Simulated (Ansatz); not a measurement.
Ansatz (a quantum-chemistry and plane-wave program) input:
A basis named .json is the Basis Set Exchange file of that set.

Ansatz 0.2 input:
```yaml
crystal:
  periodic: [false, false, false]
  atoms:
    - {symbol: Si, position_ang: [0.15048973, 0.05647721, 0.00054256]}
    - {symbol: O, position_ang: [-0.12839536, 1.58068075, -0.01961932]}
    - {symbol: O, position_ang: [1.40525273, -0.83930368, 0.02113934]}
    - {symbol: O, position_ang: [-1.29020102, -0.81922526, -0.00071148]}
    - {symbol: H, position_ang: [-2.00010701, -0.16789537, -0.01406420]}
basis:
  gaussian:
    orbitals: cc-pV_Q+d_Z.json
    fitting: {mean_field: def2-universal-jkfit, correlation: cc-pVQZ-RIFIT.json}
total_charge: -1
magnetization: {spin_polarized: false}
correlation: {method: mp2, electrons: outside_noble_gas}
```

### Question
Which total energy does the run end on?

### Answer
-515.28963 Eh (RI-MP2/cc-pV(Q+d)Z). The basis has 259 functions.

It need not be the lowest isomer of its formula. Whether it binds its extra electron was not tested at this geometry.
